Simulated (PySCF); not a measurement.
Name the molecule from its bond curve

A diatomic of charge -1 contains Tl. Its triplet curve at PBE in a double-zeta basis (scalar-relativistic core potentials, PySCF), in eV from the separated fragments:

```
R (Å)  E (eV)
2.123  -0.975
2.222  -1.173
2.321  -1.280
2.395  -1.317
2.469  -1.327
2.543  -1.317
2.642  -1.280
2.765  -1.211
2.913  -1.109
3.111  -0.966
```

The fit gives ωe = 344 cm⁻¹ and the rotational constant Bₑ = 0.3214 cm⁻¹.

Q: Which atom is the partner?

A: The minimum lies at 2.465 Å, so the reduced mass is 16.8576 u Å² cm⁻¹/(Bₑ·Re²) = 8.632 u. With Tl at 204.97 u the partner weighs about 9.0 u: Be. The molecule is BeTl⁻.

These are scalar-relativistic numbers at best; spin–orbit coupling would shift them, the dissociation energy most. The highest Kohn–Sham level is positive in this anion. Much of that is self-interaction error, but it also means that the finite basis helps to hold the extra electron. The state was picked by a PBE0 search and need not be the measured ground state.
